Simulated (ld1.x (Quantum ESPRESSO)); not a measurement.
Logarithmic derivatives: aluminium (Al), TM

aluminium (Al), norm-conserving Troullier–Martins (Kleinman–Bylander form), made with ld1.x (Quantum ESPRESSO) 7.5 (PBE, scalar-relativistic). Core [Ne], reference 3s2 3p0 (charge +1). Waves: 3s (bound): rc 1.70 bohr; 3p (bound, empty): rc 2.05 bohr; 3d channel at 0.3 Ry: rc 1.70 bohr. Local part: all-electron potential smoothed inside 1.50 bohr (lloc = -1). Core correction: none.

The phase is arctan(r·u′/u) with u = r·R(r), unwrapped; energies in Ry, scanned from -3 to 5 Ry. A pole is an energy at which the radial function vanishes at the test radius. The pseudo phase is shifted by a multiple of π to meet the all-electron one at the reference energy, and phase errors are pseudo minus all-electron; the curves can meet again beyond the range given. Levels narrower than the energy grid can be missing from the lists of poles.

For each channel, where are the poles, and over which energies does the pseudopotential scatter like the atom?

```
channel  radius (bohr)  reference energy (Ry)  poles, all-electron  poles, pseudo  unbroken range about the reference energy with phases within 0.05 rad  phase error 1 Ry above the reference energy (rad)
      s           2.26                  -1.09                 1.14     0.43, 1.93                                                              below 0.2                                             -0.029
      p           2.26                  -0.67                 1.99           1.65                                                              below 1.9                                             -0.017
      d           2.26                   0.30                 2.57           2.57                                                        the whole range                                             +0.000
```

Phases in the d channel:

```csv
E (Ry),all-electron,pseudo
-3.00,1.302,1.302
-2.52,1.276,1.276
-2.04,1.240,1.240
-1.56,1.191,1.191
-1.08,1.114,1.114
-0.60,0.979,0.979
-0.12,0.692,0.692
0.36,-0.013,-0.012
0.84,-0.867,-0.867
1.32,-1.252,-1.252
1.80,-1.425,-1.425
2.28,-1.526,-1.526
2.76,-1.598,-1.598
3.24,-1.660,-1.659
3.72,-1.724,-1.723
4.20,-1.803,-1.800
4.68,-1.923,-1.916
```
